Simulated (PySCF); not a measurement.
I (iodine, neutral) across methods

[Kr] 4d10 5s2 5p4 6s1, high-spin 4P determinant (an excited configuration). Calculation: PySCF 2.14, in aug-cc-pwCVDZ-PP with ECP28MDF; a scalar-relativistic core potential.

| method | E (hartree) | mean ε 5p α (eV) | mean ε 5p β (eV) | mean ε 6s α (eV) | Σ⟨r²⟩ (bohr²) | ⟨S²⟩ |
| --- | --- | --- | --- | --- | --- | --- |
| MN15 | -294.6931 | -12.521 | -10.783 | -2.497 | 77.58 | 3.752 |
| r2SCAN | -295.5332 | -11.120 | -9.427 | -1.763 | 78.02 | 3.753 |
| BLYP | -295.3693 | -10.299 | -8.959 | -1.515 | 77.75 | 3.751 |
| PBE | -295.4089 | -10.603 | -9.050 | -1.718 | 77.69 | 3.751 |
| wB97X-V | -295.3925 | -14.152 | -12.700 | -3.228 | 77.86 | 3.752 |
| PBE0 | -295.4308 | -11.937 | -10.250 | -2.143 | 77.82 | 3.752 |
| UHF | -294.41077 | -15.057 | -12.814 | -3.010 | 78.93 | 3.757 |
| LDA | -294.9994 | -10.700 | -9.219 | -1.845 | 77.49 | 3.751 |
| M06 | -295.4736 | -11.648 | -10.059 | -1.865 | 78.10 | 3.751 |

Energies and moments cover only the electrons outside the core potential. The outer electron is Rydberg-like, and this basis confines it to a smaller radius and binds it less than a complete one would.
